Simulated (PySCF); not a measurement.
Start geometry of `COCBF` from GFN2-xTB (Å):
```
atom  x, y, z in Å
C1    -1.700    0.309    0.219
O2    -0.359    0.621    0.353
C3     0.461   -0.303   -0.320
B4     2.055    0.035   -0.167
F5     2.870   -0.787   -0.760
H6    -2.037    0.380   -0.840
H7    -2.250    1.090    0.780
H8    -1.946   -0.654    0.608
H9     0.211   -0.336   -1.364
H10    0.283   -1.322    0.080
H11    2.450    0.941    0.435
```

Q: What comes out of this run: PBE0-D3(BJ)/def2-SVP geometry optimisation, gas phase (PySCF)?

A: 
```
atom  x, y, z in Å
C1    -1.7016    0.4430   -0.1153
O2    -0.3804    0.6286    0.2783
C3     0.4904   -0.3376   -0.2217
B4     1.9681   -0.0942    0.2354
F5     2.8783   -0.9717   -0.1576
H6    -1.8158    0.4793   -1.2180
H7    -2.3052    1.2493    0.3248
H8    -2.1057   -0.5295    0.2324
H9     0.4809   -0.3715   -1.3371
H10    0.1956   -1.3684    0.0864
H11    2.3380    0.8363    0.9126
```

The energy falls by 0.189 eV over 15 energy and gradient evaluations, the largest force component goes from 0.0537 to 1.6e-04 Eh/bohr, and the atoms move by 0.040 Å rms after alignment. The bond that changes most is C3–B4 (sp3 carbon bound to oxygen to three-coordinate boron), which shortens by 0.071 Å. Bonds longer at the end by more than 0.005 Å: 6 of 10; shorter: 3. Among the angles that change most is F5–B4–H11, from 121.2° to 117.8°. Rotational constants go from 26341, 2024, 1925 to 26686, 2051, 1952 MHz. The orientation of the end geometry is arbitrary; only internal coordinates are fixed.

The run used 100 basis functions and 91 SCF cycles in all. Hardware: Arm Neoverse V1, one thread, shared host with 32 logical CPUs at a one-minute load of 16. Cost: 40 s, 0.40 GiB resident at most.

No PBE0-D3(BJ)/def2-SVP frequencies stand behind this structure, so it isn't proved a minimum. One conformer, not necessarily the lowest.
